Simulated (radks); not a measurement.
The numbers below are computed, except where a source is named.
Question: All-electron atom: Sm55+ in [He] 2s2 2p3. Level of theory: non-relativistic Kohn-Sham, PBE, spin-polarised, spherical densities, point nucleus; open shells are filled with parallel spins first (spin-orbit coupling, left out, can overturn this in heavy ions); relativity is left out, which matters for an element this heavy (a radial shooting solver on a logarithmic mesh with Libxc functionals). Some entries of the table are withheld. Estimate them.

| orbital | occ. | eigenvalue (eV) | <r> (bohr) | <1/r> (bohr^-1) |
|---|---|---|---|---|
| 1s up | 1 | -49062.44 | 0.02443 | 61.54 |
| 1s down | 1 | -49020.07 | 0.02441 | 61.58 |
| 2s up | 1 | -11358.50 | (1) | 14.84 |
| 2s down | 1 | -11288.47 | (2) | 14.78 |
| 2p up | 3 | -11149.72 | 0.08484 | 14.79 |
| 2p down | 0 | -11062.98 | 0.08513 | 14.76 |

Answer: 
(1) 2s up <r> (bohr): 0.1006
(2) 2s down <r> (bohr): 0.1009
